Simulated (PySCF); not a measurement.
Compound: C₅H₇FO₃.
Atom-mapped SMILES: `[CH3:1][CH2:2][C@@H:3]1[O:4][C:5](=[O:6])[O:7][C@@H:8]1[F:9]` (hydrogens: H10, H11, H12 on C1; H13, H14 on C2; H15 on C3; H16 on C8)

Geometry (GFN2-xTB, Å), atoms numbered from 1 in this order:
```
atom  x, y, z in Å
C1     2.1950    0.3684    0.0340
C2     0.9657   -0.4195    0.4658
C3    -0.2170   -0.1380   -0.4565
O4    -0.6658    1.2039   -0.3181
C5    -1.9780    1.2532   -0.0866
O6    -2.6149    2.2364    0.0542
O7    -2.5030   -0.0097   -0.0713
C8    -1.4926   -0.9489   -0.1195
F9    -1.3813   -1.5518    1.1053
H10    1.9742    1.4321    0.0258
H11    3.0122    0.1866    0.7260
H12    2.5123    0.0711   -0.9627
H13    0.6885   -0.1472    1.4851
H14    1.1680   -1.4915    0.4417
H15    0.0690   -0.2901   -1.5050
H16   -1.7398   -1.7461   -0.8296
```

The closed-shell SCF was solved with PySCF and density fitting under several settings on one GFN2-xTB geometry (grid level 2 and gas phase unless stated).

| settings | basis functions | SCF cycles | E (Eh) | HOMO (eV) | LUMO (eV) | dipole (D) |
| --- | --- | --- | --- | --- | --- | --- |
| PBE0/pcSseg-1 | 188 | 14 | -519.6742 | -8.98 | 0.61 | 5.01 |
| PBE0/def2-SVPD | 248 | 14 | -519.3745 | -9.09 | 0.18 | 5.01 |
| PBE0/pcSseg-0 | 95 | 14 | -518.4862 | -9.10 | 0.44 | 5.36 |
| PBE0/pcseg-1, fitting basis def2-universal-jkfit | 161 | 11 | -519.6168 | -9.02 | 0.60 | 5.07 |
| HCTH407/pcSseg-1, IEF-PCM chloroform | 188 | 16 | -520.1394 | -7.61 | -0.59 | 5.61 |

Q: Estimate the rows for these settings: (1) BP86/def2-SVPD; (2) PBE0/ANO-RCC-VDZP, start guess atom.

A: 
```json
{"settings": "BP86/def2-SVPD", "basis functions": "248", "SCF cycles": "16", "E (Eh)": "-519.9298", "HOMO (eV)": "-7.44", "LUMO (eV)": "-0.75", "dipole (D)": "4.86"}
{"settings": "PBE0/ANO-RCC-VDZP, start guess atom", "basis functions": "161", "SCF cycles": "11", "E (Eh)": "-519.8881", "HOMO (eV)": "-9.00", "LUMO (eV)": "-0.03", "dipole (D)": "5.02"}
```

Q: Over all rows, what range does the HOMO–LUMO gap span?

A: From 6.69 eV (BP86/def2-SVPD) to 9.62 eV (PBE0/pcseg-1, fitting basis def2-universal-jkfit). The functional of the narrowest has no exact exchange, that of the widest 25 % exact exchange.

Q: And the dipole moment?

A: From 4.86 D (BP86/def2-SVPD) to 5.61 D (HCTH407/pcSseg-1, IEF-PCM chloroform); the largest is 1.15 times the smallest, and the median is 5.02 D.

Q: Compare two rows with the functional PBE0: PBE0/pcSseg-1 and PBE0/def2-SVPD. Which energy is lower, and by how much?

A: PBE0/pcSseg-1 (188 functions) lies 0.2997 Eh or 188 kcal/mol below PBE0/def2-SVPD (248 functions). The smaller set gives the lower energy; the two sets aren't nested, so the variational bound doesn't order them by size.

Cycle counts include a coarse-grid stage where the run had one. ANO-RCC sets were contracted for a scalar-relativistic Hamiltonian, but ran non-relativistically here. The structure is a single GFN2-xTB conformer; no vibrational corrections.
